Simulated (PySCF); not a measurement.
PySCF job for C3H10Si3, SMILES C([SiH3])#C[SiH2][SiH2]C, PBE/pcSseg-1. The structure is a stationary point at PBE0-D3(BJ)/def2-SVP. This is a generated structure with no PubChem entry under its InChIKey; it may be hypothetical. Other conformers were not sampled.

```python
import numpy as np
from pyscf import gto, scf, dft
from pyscf.prop.nmr import rks as nmr

mol = gto.M(
    atom='''
    C    -2.19842996   -1.66111574   -0.50499053
    Si   -2.43287382   -0.14555409    0.58649234
    Si   -0.92106877    1.52663868   -0.07077932
    C     0.74038975    0.73764689   -0.11266009
    C     1.81005505    0.13972742   -0.12589447
    Si    3.41733436   -0.74245433   -0.14693905
    H    -2.42761087   -1.42457305   -1.55508209
    H    -2.85530375   -2.48382768   -0.18427667
    H    -1.15465506   -2.00642950   -0.45101696
    H    -3.83134866    0.38232804    0.48876714
    H    -2.16267145   -0.47573310    2.02139508
    H    -1.23644590    2.03857208   -1.44026765
    H    -0.89146398    2.68282619    0.87526004
    H     4.06948543   -0.61875039    1.18877477
    H     4.30202432   -0.14834277   -1.19054569
    H     3.18841585   -2.18444470   -0.45457320
    ''',
    basis='pcSseg-1',
    charge=0,
    spin=0,
    max_memory=1600,
    verbose=3,
)
mf = dft.RKS(mol, xc='pbe').density_fit(auxbasis='def2-universal-jkfit')
mf.grids.level = 3
mf.conv_tol = 1e-10
mf.max_cycle = 100
mf.kernel()
n = nmr.NMR(mf)
n.verbose = 2
n.max_cycle_cphf = 60
sigma = n.kernel()
print('atom   isotropic/ppm   span/ppm')
for i, s in enumerate(sigma):
    w = np.linalg.eigvalsh((s + s.T) / 2)
    print(f'{mol.atom_symbol(i):2s}{i + 1:3d} {w.mean():14.3f} {w[2] - w[0]:11.3f}')
```

Program output:

```
converged SCF energy = -988.103038128128
atom   isotropic/ppm   span/ppm
C   1        190.725      11.008
Si  2        406.865      66.675
Si  3        433.828      34.473
C   4         65.949     288.805
C   5         67.806     277.080
Si  6        437.956      26.055
H   7         31.009      10.947
H   8         30.679      12.685
H   9         30.611      11.772
H  10         27.228       8.525
H  11         27.130       7.839
H  12         26.882       8.162
H  13         26.870       8.892
H  14         26.915       8.204
H  15         26.906       8.367
H  16         26.910       8.075
```

Self-consistency was reached.
